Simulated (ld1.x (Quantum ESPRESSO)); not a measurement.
**Before and after: TM potential for scandium (Sc)**

* Element: scandium
* Generator: ld1.x (Quantum ESPRESSO) 7.5
* Type: norm-conserving Troullier–Martins (Kleinman–Bylander form)
* Functional: LDA (PZ)
* Relativity: scalar-relativistic
* Frozen core: [Ar]
* Valence charge: 3
* Reference configuration: 3d1 4s2 4p0
* Partial waves: 4s (bound): rc 3.25 bohr; 4p (bound, empty): rc 2.75 bohr; 3d (bound): rc 2.95 bohr
* Local potential: all-electron potential smoothed inside 2.45 bohr (lloc = -1)
* Core correction: a·sin(br)/r model core inside 1.65 bohr

Change: all radii but the core radius scaled by about 0.79 (s 2.56, p 2.18, d 2.34 bohr); local potential all-electron potential smoothed inside 1.94 bohr (lloc = -1).

Cutoffs: the cutoffs (Ry, on a coarse ladder) from which the occupation-weighted sum of valence levels, in a spherical-Bessel basis at the reference potential, stays within 10 and 1 mRy of its value at 400 Ry; they do not see the model core or the augmentation charge, which bear on the density cutoff. Errors are all-electron minus pseudo energies relative to the spin-unpolarised reference configuration.

Task: How do hardness, ghosts and transferability respond?

Result: The potential gets harder (25 Ry and 30 Ry → 35 Ry and 45 Ry); a bound ghost appears in s, which as a rule spoils a file; of the 9 tests that both files solve, the error grows in 4 and shrinks in 2 by more than 15 % and 0.3 meV (median size 11.8 → 33.5 meV). A smaller radius makes the pseudo-wave follow the all-electron one further in, where it bends more sharply, so more plane waves are needed.

```tsv
quantity	base	changed
cutoff, loose	25 Ry	35 Ry
cutoff, tight	30 Ry	45 Ry
loose cutoff by channel (10 mRy a level)	s 6 Ry, d 25 Ry	s 6 Ry, d 35 Ry
bound ghosts	none	s
error for 3d1 4s1 4p0, meV [ΔE 7.07 eV]	+3.6	-5.2
error for 3d1 4s0 4p0, meV [ΔE 20.03 eV]	-42	-34
error for 3d1 4s1.5 4p0, meV [ΔE 2.82 eV]	+1.0	-1.2
error for 3d2 4s0 4p0, meV [ΔE 7.72 eV]	-15	-143
error for 3d1 4s0 4p2, meV [ΔE 5.83 eV]	-4.0	-4.3
error for 3d1 4s0 4p1, meV [ΔE 10.57 eV]	+2.5	+17
error for 3d2 4s1 4p0, meV [ΔE 1.62 eV]	-12	-95
error for 3d1 4s2 4p0 (spin-polarised), meV [ΔE -0.15 eV]	+50	+53
error for 3d1 4s1 4p0 (spin-polarised), meV [ΔE 6.52 eV]	+73	+62
```

 A true bound ghost makes a file unfit for plane-wave use even where its test errors are small: the radial tests pick states by their node count and pass the ghost by.
